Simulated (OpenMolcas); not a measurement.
# Ni2+: moving the ligands

Ni2+ with 6 ligands (bromide, fluoride on the axis) in tetragonal octahedral coordination (D4h) at 2.6 Å, the axial distance 1.999 Å. A charge of +0.667 e stands 2.6 Å behind each ligand. Ligand basis ANO-RCC-VDZP.
```
Ni    0.0000    0.0000    0.0000
Br    2.6000    0.0000    0.0000
Br    0.0000    2.6000    0.0000
Br   -2.6000    0.0000    0.0000
Br    0.0000   -2.6000    0.0000
F     0.0000    0.0000    1.9994
F     0.0000    0.0000   -1.9994
```

```yaml
Program: OpenMolcas 26.06
Method: CASSCF
Basis: ANO-RCC-VTZP [6s5p3d2f1g]
Scalar_Hamiltonian: DKH2, point nucleus
Active_space: 8 electrons in 5 orbitals (3d)
State_averaging: 2S+1 = 3 even, 10 roots; 2S+1 = 1 even, 15 roots
Spin-orbit_coupling: RASSI with atomic mean-field integrals over the reference wave functions
```

Runs around this geometry, states (labels of D4, the rotations of D4h). Energies in cm-1 above the lowest state or level, χT in cm3 K/mol.

```json
{"R (Å)": "2.44", "Axial / equatorial distance": "0.769", "Ground state": "3B1", "First state of that spin": "3B2 4159", "First gap with spin-orbit (degeneracies)": "8.4 (2, 1)", "χT at 300 K": "1.570", "First state of another spin": "1A1 15143"}
{"R (Å)": "2.6", "Axial / equatorial distance": "0.769", "Ground state": "3B1", "First state of that spin": "3B2 2664", "First gap with spin-orbit (degeneracies)": "12.4 (2, 1)", "χT at 300 K": "1.855", "First state of another spin": "1A1 16309"}
{"R (Å)": "2.71", "Axial / equatorial distance": "0.769", "Ground state": "3B1", "First state of that spin": "3B2 1977", "First gap with spin-orbit (degeneracies)": "12.5 (2, 1)", "χT at 300 K": "2.090", "First state of another spin": "1A1 16712"}
{"R (Å)": "2.6", "Axial / equatorial distance": "0.846", "Ground state": "3B1", "First state of that spin": "3B2 2775", "First gap with spin-orbit (degeneracies)": "7.8 (1, 2)", "χT at 300 K": "1.958", "First state of another spin": "1B1 17373"}
```

Taking the first state of the same spin as R^-n, n = -ln(1977 / 4159) / ln(2.71 / 2.44) = 7.1 between the shortest and longest distance.

Without dynamic correlation the repulsion within the d shell is too large (B by tens of per cent), so at a given field states of lower spin stand too high. Ligand-to-metal charge-transfer states are missing. With no ligand orbital active B as a rule stays too high, so bands that hang on it stand too high and its fall with covalency is understated. With metal d orbitals alone and no dynamic correlation the field as a rule comes out too small, by tens of per cent, by up to half for chloride and softer ligands, and the orbital part of g and χT, which goes as 1/10Dq, too large. No measured value stands beside these numbers; the geometry was imposed, not optimised, and the real ion may take another.
